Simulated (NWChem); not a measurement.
Molecule: C2H6Ge; SMILES C=[CH][GeH3]

```xyz
9

Ge    -0.0224    -0.7261     0.0000
C      0.5406     1.1421     0.0000
C     -0.3223     2.1748     0.0000
H      0.5211    -1.4613    -1.2546
H     -1.5719    -0.7767     0.0000
H      0.5211    -1.4613     1.2546
H      1.6261     1.3512     0.0000
H      0.0229     3.2237     0.0000
H     -1.4158     2.0228     0.0000
```
Atoms are numbered in this order, from 1.

Level: PBE-D3(BJ)/def2-SVP (NWChem), optimised geometry, unscaled harmonic frequencies. 

List the harmonic frequencies with IR intensities, and the thermochemistry.


```tsv
frequency (cm⁻¹)	IR intensity (km/mol)
120	0.0
252	1.1
400	0.1
515	18.7
619	28.2
631	65.1
804	146.9
848	23.7
862	29.4
935	28.7
975	4.7
998	11.1
1224	3.5
1367	7.6
1623	0.9
2076	79.4
2079	122.5
2093	112.0
3048	12.1
3076	4.9
3140	8.4
```

The zero-point energy is 39.6 kcal/mol and the thermal correction to the enthalpy at 298.15 K (with zero-point energy) is 43.4 kcal/mol. The heat capacity Cv is 17.7 cal/(mol K). The entropy at 298.15 K and 1 atm (symmetry number 1) is 72.1 cal/(mol K) and the dipole moment is 0.59 D.

Rigid rotor and harmonic oscillator.
